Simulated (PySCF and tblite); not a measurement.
Values are calculated unless marked as measured or tabulated.
C₅H₁₇FSi₄, numbered as in [CH3:1][Si:2]1([CH3:3])[CH2:4][Si@@H:5]([F:6])[CH2:7][Si@H:8]([SiH3:9])[CH2:10]1.

The ensemble was built from 60 distance-geometry starts (ETKDG, MMFF94s, GFN2-xTB) and rests on GFN2-xTB geometries. Free energies are PBE0-D3(BJ)/def2-SVP (IEF-PCM, dimethylsulfoxide) single points with GFN2-xTB rigid-rotor and vibrational terms (modes under about 100 cm⁻¹ blended into free rotors). Symmetry numbers and mirror images are counted. Conformers within 2.5 kcal/mol (GFN2-xTB free energy) were kept, 3 at most. Of two unlike H on one atom, a is the less shielded (B97-2/pcSseg-1 (IEF-PCM, dimethylsulfoxide)). Programs: PySCF with density fitting and tblite.

An NOE distance is ⟨r⁻⁶⟩^(−1/6) over all pairs of like atoms and, for the average, over conformers.

The 6-ring runs over atoms 2–4–5–7–8–10.

```tsv
conformer	shape	weight %
1	6-ring chair (C1, F6 axial)	84.2
2	6-ring chair (C3, Si9 axial)	12.0
3	6-ring twist-boat (ring torsions 62, -25, -32, 62, -29, -33°)	3.9
```

(1) Which H–H contacts under 3.5 Å would NOEs report (pairs on one atom left out) at 298.15 K?

(2) In a model where alignment follows shape alone (order matrix 0.001 × (3G/tr G − 1)/2, G the second moments of the atom positions; splitting J + 2D), what are the one-bond C–H dipolar couplings D?

The cap on conformers cut off some of the population, so the set may be incomplete.

## Answers

(1) 
```json
{"pair": "H7a ··· H8", "in 1 (Å)": "2.99", "in 2 (Å)": "2.86", "in 3 (Å)": "2.78", "average (Å)": "2.96"}
{"pair": "H8 ··· H10b", "in 1 (Å)": "3.01", "in 2 (Å)": "2.86", "in 3 (Å)": "2.94", "average (Å)": "2.98"}
{"pair": "H4b ··· H5", "in 1 (Å)": "3.08", "in 2 (Å)": "3.01", "in 3 (Å)": "3.18", "average (Å)": "3.08"}
{"pair": "H5 ··· H7b", "in 1 (Å)": "3.10", "in 2 (Å)": "3.01", "in 3 (Å)": "2.95", "average (Å)": "3.08"}
{"pair": "H5 ··· H7a", "in 1 (Å)": "3.05", "in 2 (Å)": "3.67", "in 3 (Å)": "3.22", "average (Å)": "3.09"}
{"pair": "H4a ··· H5", "in 1 (Å)": "3.05", "in 2 (Å)": "3.67", "in 3 (Å)": "3.02", "average (Å)": "3.10"}
{"pair": "H7b ··· H10a", "in 1 (Å)": "3.19", "in 2 (Å)": "4.87", "in 3 (Å)": "4.85", "average (Å)": "3.28"}
{"pair": "H4b ··· H10a", "in 1 (Å)": "3.26", "in 2 (Å)": "4.89", "in 3 (Å)": "4.34", "average (Å)": "3.35"}
{"pair": "H1 ··· H8", "in 1 (Å)": "3.27", "in 2 (Å)": "6.14", "in 3 (Å)": "6.08", "average (Å)": "3.37"}
{"pair": "H3 ··· H4b", "in 1 (Å)": "3.38", "in 2 (Å)": "3.45", "in 3 (Å)": "3.25", "average (Å)": "3.38"}
{"pair": "H4b ··· H7b", "in 1 (Å)": "3.31", "in 2 (Å)": "4.87", "in 3 (Å)": "3.55", "average (Å)": "3.38"}
{"pair": "H3 ··· H10a", "in 1 (Å)": "3.39", "in 2 (Å)": "3.45", "in 3 (Å)": "3.28", "average (Å)": "3.39"}
{"pair": "H1 ··· H4a", "in 1 (Å)": "3.45", "in 2 (Å)": "3.41", "in 3 (Å)": "3.28", "average (Å)": "3.44"}
{"pair": "H1 ··· H10b", "in 1 (Å)": "3.46", "in 2 (Å)": "3.40", "in 3 (Å)": "3.24", "average (Å)": "3.44"}
{"pair": "H8 ··· H10a", "in 1 (Å)": "3.65", "in 2 (Å)": "3.05", "in 3 (Å)": "2.99", "average (Å)": "3.48"}
```

Longer pairs under the limit may be missing.

(2) H1 -1.2 Hz (-1.6 in conformer 1), H3 0.3 Hz (0.5 in conformer 1), H4a -4.5 Hz (-5.5 in conformer 1), H4b 5.4 Hz (6.2 in conformer 1), H7b 4.0 Hz (5.5 in conformer 1), H7a -1.7 Hz (-2.5 in conformer 1), H10b 2.6 Hz (2.7 in conformer 1), H10a 5.0 Hz (5.8 in conformer 1).


Conformer gaps in def2-SVP on xTB geometries can be 2 kcal/mol too large for S=O, P=O and other polar bonds.